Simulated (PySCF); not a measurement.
A GIAO shielding run with PySCF 2.14 (density fitting, non-relativistic, gas phase) on `CCCCCCCCO`, C₈H₁₈O:

```
{"job": {"kind": "nmr", "xc": "PBE0", "basis": "pcSseg-1"}, "charge": 0, "multiplicity": 1}
C      4.560718    -0.480532     0.162954
C      3.226006     0.159420     0.509925
C      2.040763    -0.493208    -0.188034
C      0.699586     0.137730     0.156320
C     -0.484150    -0.513897    -0.543246
C     -1.823270     0.117141    -0.193877
C     -3.010578    -0.535638    -0.885186
C     -4.328499     0.178059    -0.628773
O     -4.322772     1.518583    -1.046844
H      4.761609    -0.423722    -0.919142
H      4.577386    -1.546401     0.442464
H      5.396891     0.012011     0.682103
H      3.250646     1.233132     0.252373
H      3.067969     0.120541     1.602352
H      2.193986    -0.452084    -1.282191
H      2.015053    -1.568856     0.066061
H      0.724386     1.213158    -0.097108
H      0.545289     0.095525     1.249943
H     -0.507270    -1.591060    -0.295475
H     -0.332315    -0.466161    -1.637291
H     -1.975358     0.077479     0.900144
H     -1.813361     1.189445    -0.452243
H     -3.107576    -1.589562    -0.569830
H     -2.829489    -0.569339    -1.977190
H     -4.534672     0.199239     0.454145
H     -5.157682    -0.390519    -1.096335
H     -4.153617     1.530864    -1.994830
```

Hardware: 1 thread of an Arm Neoverse V1, shared host. The job also computes population analyses, field gradients.

**Question.** How large is the calculation?

**Answer.** 74 electrons, 243 basis functions and 1253 auxiliary functions.

**Question.** How long does it take?

**Answer.** 52 s of wall time, with 12 SCF cycles and 4 response iterations. Times on a shared host scatter by some tens of per cent.

**Question.** And these other runs on the same molecule and hardware: GIAO shielding at mPW1PW91/pcSseg-1?

**Answer.** mPW1PW91/pcSseg-1: 243 functions, 47 s.
